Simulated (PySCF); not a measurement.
PySCF input (PW6B95/def2-TZVPD):

```python
from pyscf import gto, scf, dft

mol = gto.M(
    atom='''
    Si   -0.78938602   -0.50066100   -0.22796937
    F    -1.35647211    1.07059577   -0.03395861
    Cl    1.42786254   -0.09936464    0.13243349
    H    -1.01400973   -0.93690902    1.24582922
    ''',
    basis='def2-tzvpd',
    charge=-1,
    spin=0,
    verbose=4,
)

mf = dft.RKS(mol, xc='pw6b95').density_fit(auxbasis='def2-universal-jkfit')
mf.grids.level = 3
mf.conv_tol = 1e-9
mf.max_cycle = 100
mf.max_memory = 1500
mf.kernel()
if not mf.converged:
    mf = mf.newton()
    mf.kernel(mf.make_rdm1())
mf.analyze()
```

Output:

```
PySCF version 2.14.0

[INPUT] verbose = 4
[INPUT] num. atoms = 4
[INPUT] num. electrons = 42
[INPUT] charge = -1
[INPUT] spin (= nelec alpha-beta = 2S) = 0
[INPUT] symmetry False subgroup None
[INPUT] Mole.unit = angstrom
[INPUT] Symbol           X                Y                Z      unit          X                Y                Z       unit  Magmom
[INPUT]  1 Si    -0.789386020000  -0.500661000000  -0.227969370000 AA   -1.491723384360  -0.946112171251  -0.430799674090 Bohr   0.0
[INPUT]  2 F     -1.356472110000   1.070595770000  -0.033958610000 AA   -2.563360783511   2.023132795418  -0.064172472471 Bohr   0.0
[INPUT]  3 Cl     1.427862540000  -0.099364640000   0.132433490000 AA    2.698269144126  -0.187771956066   0.250263025820 Bohr   0.0
[INPUT]  4 H     -1.014009730000  -0.936909020000   1.245829220000 AA   -1.916200677344  -1.770501451435   2.354276023781 Bohr   0.0

nuclear repulsion = 131.557549676238
number of shells = 50
number of NR pGTOs = 207
number of NR cGTOs = 138
basis = def2-tzvpd
ecp = {}

******** <class 'pyscf.df.df_jk.DFRKS'> ********
method = DFRKS
initial guess = minao
damping factor = 0
level_shift factor = 0
DIIS = <class 'pyscf.scf.diis.CDIIS'>
diis_start_cycle = 1
diis_space = 8
diis_damp = 0
SCF conv_tol = 1e-09
SCF conv_tol_grad = None
SCF max_cycles = 100
direct_scf = False
XC library pyscf.dft.libxc version 7.1.2
    S. Lehtola, C. Steigemann, M. J. T. Oliveira, and M. A. L. Marques,  SoftwareX 7, 1–5 (2018)
XC functionals = pw6b95
    Y. Zhao and D. G. Truhlar,  J. Phys. Chem. A 109, 5656 (2005)
radial grids:
    Treutler-Ahlrichs [JCP 102, 346 (1995); DOI:10.1063/1.469408] (M4) radial grids

becke partition: Becke, JCP 88, 2547 (1988); DOI:10.1063/1.454033
pruning grids: <function nwchem_prune>
grids dens level: 3
symmetrized grids: False
atomic radii adjust function: <function treutler_atomic_radii_adjust>
small_rho_cutoff = 0
Set gradient conv threshold to 3.16228e-05
Initial guess from minao.
tot grids = 62136
******** <class 'pyscf.df.df.DF'> ********
auxbasis = def2-universal-jkfit
init E= -850.876529392741
  HOMO = -0.219068039720277  LUMO = -0.0436266045487741  gap/eV = 4.77400
cycle= 1 E= -850.969672672574  delta_E= -0.0931  |g|= 0.667  |ddm|= 1.36
  HOMO = 0.00807058068013874  LUMO = 0.157845906722474  gap/eV = 4.07559
cycle= 2 E= -850.840819331961  delta_E= 0.129  |g|= 1.16  |ddm|= 1.25
  HOMO = -0.0161001350761012  LUMO = 0.148797583260339  gap/eV = 4.48710
cycle= 3 E= -851.055895859298  delta_E= -0.215  |g|= 0.0889  |ddm|= 0.563
[...]
cycle= 10 E= -851.057923303771  delta_E= -2.13e-10  |g|= 9.76e-06  |ddm|= 6.46e-05
  HOMO = -0.0276907596816329  LUMO = 0.1403653270772  gap/eV = 4.57304
Extra cycle  E= -851.057923303783  delta_E= -1.16e-11  |g|= 8.57e-06  |ddm|= 1.49e-05
converged SCF energy = -851.057923303783
**** SCF Summaries ****
Total Energy =                        -851.057923303782786
Nuclear Repulsion Energy =             131.557549676237926
One-electron Energy =                -1448.899511434353826
Two-electron Energy =                  466.284038454333086
Two-electron Coulomb Energy =          527.289998589478500
DFT Exchange-Correlation Energy =      -61.005960135145408
HOMO-LUMO gap [eV] =                     4.573039049805208
**** MO energy ****
MO #1   energy= -101.703096906025  occ= 2
MO #2   energy= -66.2615690629501  occ= 2
MO #3   energy= -24.6497929014289  occ= 2
MO #4   energy= -9.34367140547382  occ= 2
MO #5   energy= -7.07369976309822  occ= 2
MO #6   energy= -7.0707717397251   occ= 2
MO #7   energy= -7.07020603552854  occ= 2
MO #8   energy= -5.17951967756321  occ= 2
MO #9   energy= -3.51499090819575  occ= 2
MO #10  energy= -3.51323855158653  occ= 2
MO #11  energy= -3.50893157346325  occ= 2
MO #12  energy= -1.00268722837544  occ= 2
MO #13  energy= -0.618603194530493 occ= 2
MO #14  energy= -0.349941113284572 occ= 2
MO #15  energy= -0.259099457373545 occ= 2
MO #16  energy= -0.255369497370924 occ= 2
MO #17  energy= -0.230716421911326 occ= 2
MO #18  energy= -0.158711172475655 occ= 2
MO #19  energy= -0.136800237152389 occ= 2
MO #20  energy= -0.130927910318041 occ= 2
MO #21  energy= -0.0276907596816329 occ= 2
MO #22  energy= 0.1403653270772    occ= 0
MO #23  energy= 0.154000602295902  occ= 0
MO #24  energy= 0.163042966664422  occ= 0
MO #25  energy= 0.174036767376525  occ= 0
MO #26  energy= 0.185015295494514  occ= 0
MO #27  energy= 0.202689828709834  occ= 0
MO #28  energy= 0.211668559781756  occ= 0
MO #29  energy= 0.241264016519522  occ= 0
MO #30  energy= 0.25102607384921   occ= 0
MO #31  energy= 0.253634739488905  occ= 0
MO #32  energy= 0.287321584086964  occ= 0
MO #33  energy= 0.290344656276395  occ= 0
MO #34  energy= 0.294961962669187  occ= 0
MO #35  energy= 0.314186674607393  occ= 0
MO #36  energy= 0.334073796732429  occ= 0
MO #37  energy= 0.339019389750222  occ= 0
MO #38  energy= 0.345451006509417  occ= 0
MO #39  energy= 0.37696265404369   occ= 0
MO #40  energy= 0.386430883805409  occ= 0
MO #41  energy= 0.405678481634097  occ= 0
MO #42  energy= 0.406622036580542  occ= 0
MO #43  energy= 0.417467237673763  occ= 0
MO #44  energy= 0.42773819186381   occ= 0
MO #45  energy= 0.46430366128072   occ= 0
MO #46  energy= 0.479730635243314  occ= 0
MO #47  energy= 0.492501558123851  occ= 0
MO #48  energy= 0.545658542397324  occ= 0
MO #49  energy= 0.552980923801136  occ= 0
MO #50  energy= 0.564880499071222  occ= 0
MO #51  energy= 0.577918528618026  occ= 0
MO #52  energy= 0.585080860759912  occ= 0
MO #53  energy= 0.620578242351741  occ= 0
MO #54  energy= 0.654247909386529  occ= 0
MO #55  energy= 0.711417704509969  occ= 0
MO #56  energy= 0.720835220056889  occ= 0
MO #57  energy= 0.738253545061215  occ= 0
MO #58  energy= 0.767355335740255  occ= 0
MO #59  energy= 0.787019538395754  occ= 0
MO #60  energy= 0.801278453752574  occ= 0
MO #61  energy= 0.807702853996443  occ= 0
MO #62  energy= 0.815405488113324  occ= 0
MO #63  energy= 0.824237248421959  occ= 0
MO #64  energy= 0.83552125180884   occ= 0
MO #65  energy= 0.842756339528724  occ= 0
MO #66  energy= 0.859227884807793  occ= 0
MO #67  energy= 0.887411046719251  occ= 0
MO #68  energy= 0.916605798637437  occ= 0
MO #69  energy= 0.958911251000688  occ= 0
MO #70  energy= 1.09440073879109   occ= 0
MO #71  energy= 1.11659770563421   occ= 0
MO #72  energy= 1.2187501685644    occ= 0
MO #73  energy= 1.24487475223313   occ= 0
MO #74  energy= 1.25902879846586   occ= 0
MO #75  energy= 1.2724108467518    occ= 0
MO #76  energy= 1.28267403305455   occ= 0
MO #77  energy= 1.30324016114166   occ= 0
MO #78  energy= 1.30712565173261   occ= 0
MO #79  energy= 1.32452552128771   occ= 0
MO #80  energy= 1.35773452982922   occ= 0
MO #81  energy= 1.37971444669301   occ= 0
MO #82  energy= 1.41788982252076   occ= 0
MO #83  energy= 1.43438308257623   occ= 0
MO #84  energy= 1.57498735713849   occ= 0
MO #85  energy= 1.60577762242249   occ= 0
MO #86  energy= 1.65140451984794   occ= 0
MO #87  energy= 1.710132750498     occ= 0
MO #88  energy= 1.84277725328374   occ= 0
MO #89  energy= 1.96087340347121   occ= 0
MO #90  energy= 2.06092561845079   occ= 0
MO #91  energy= 2.11857066676792   occ= 0
MO #92  energy= 2.15142452797358   occ= 0
MO #93  energy= 2.16947549411356   occ= 0
MO #94  energy= 2.18603260743634   occ= 0
MO #95  energy= 2.19286184007888   occ= 0
MO #96  energy= 2.22344243074203   occ= 0
MO #97  energy= 2.29670090446855   occ= 0
MO #98  energy= 2.3004463440918    occ= 0
MO #99  energy= 2.32329960636081   occ= 0
MO #100 energy= 2.34187146476883   occ= 0
MO #101 energy= 2.44264750798955   occ= 0
MO #102 energy= 2.47492061927623   occ= 0
MO #103 energy= 2.510900597446     occ= 0
MO #104 energy= 2.54796401374703   occ= 0
MO #105 energy= 2.57539734513164   occ= 0
MO #106 energy= 2.58858734951178   occ= 0
MO #107 energy= 2.63302778631632   occ= 0
[...]
```

It need not be the lowest isomer of its formula. Whether it binds its extra electron was not tested at this geometry.
